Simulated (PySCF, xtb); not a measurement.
HNSi, SMILES N#[SiH].

Harmonic wavenumbers (cm⁻¹) from GFN2-xTB (xtb 6.7.1) at its own minimum, in rising order: 615, 615, 1565, 2405.

### Question
What does B3LYP-D3(BJ)/def2-TZVPD run with PySCF give at its own minimum? (The exact figures need the calculation; the answer reports its results.)

### Answer
236, 236, 1236, 2199. Paired by order, the mean absolute difference is 323 cm⁻¹ and the zero-point energies are 7.4 and 5.6 kcal/mol.
